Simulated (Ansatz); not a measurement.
# Active spaces for GeH2, singlet

Program: Ansatz, Gaussian basis, development build. Basis cc-pVTZ, nonrelativistic, 9 orbitals frozen in the corrections. State-specific CASSCF; RHF is the lowest restricted (open-shell) Hartree–Fock solution met. Solutions may break the symmetry of the shape. No proof that the lowest CASSCF solution was found.

Geometry. A bond is stretched, to 1.32 times the sum of the covalent radii.

| atom | x (Å) | y (Å) | z (Å) |
| --- | --- | --- | --- |
| Ge | 0.0000 | -0.1326 | -0.1298 |
| H | 0.0000 | -0.1326 | 1.8589 |
| H | 0.0000 | 1.8562 | -0.1711 |

Question: What do CASSCF and its corrections give against RHF in CAS(4,5), and what are the occupations?

Answer: CASSCF -1.415 eV, SC-NEVPT2 -5.103 eV; occupations 1.93, 1.93, 0.07, 0.06, 0.01.

Question: Roughly how much CPU time does a whole run from the default start take (median of such runs, summed over threads; nearly all runs on one pinned thread of a shared server, mostly Xeon at 2.3 to 2.6 GHz, by a development driver)?

Answer: CAS(4,5): about 4 s. Other jobs ran beside these, and the count of passes differs.
